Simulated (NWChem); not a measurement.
# C₄H₄F₂; SMILES FC1=C[C@@H](F)C1

```xyz
10

F      0.0378    -2.2430    -0.2298
C      0.0615    -0.9458    -0.0298
C      1.0474    -0.0635     0.1638
C      0.0366     1.0213     0.4278
F      0.0685     2.0921    -0.4242
C     -1.0910    -0.0069     0.1226
H      2.1357    -0.1006     0.1895
H      0.0199     1.4110     1.4602
H     -1.6331     0.2361    -0.8037
H     -1.8068    -0.2188     0.9332
```
Atoms are numbered in this order, from 1.

Program: NWChem. Pople sets run with spherical d functions. The geometry was optimised at PBE0/def2-SVP. Vertical excitations in the gas phase; the lowest state need not have the same character in each row.

```tsv
level	lowest excitation, singlet (eV)	oscillator strength of that lowest state	lowest state with f > 0.02, singlet (eV)	orbital gap (eV)
PBE/6-31+G*, full TDDFT	6.43	0.017	6.66	5.50
B3LYP/6-31+G*, full TDDFT	6.80	0.014	6.99	7.23
LDA (Slater exchange, VWN5)/6-31+G*, full TDDFT	___	___	___	___
```

Problem. Fill in the missing entries.

Solution. 
- LDA (Slater exchange, VWN5)/6-31+G*, full TDDFT, lowest excitation, singlet (eV): 6.53
- LDA (Slater exchange, VWN5)/6-31+G*, full TDDFT, oscillator strength of that lowest state: 0.030
- LDA (Slater exchange, VWN5)/6-31+G*, full TDDFT, lowest state with f > 0.02, singlet (eV): 6.53
- LDA (Slater exchange, VWN5)/6-31+G*, full TDDFT, orbital gap (eV): 5.44
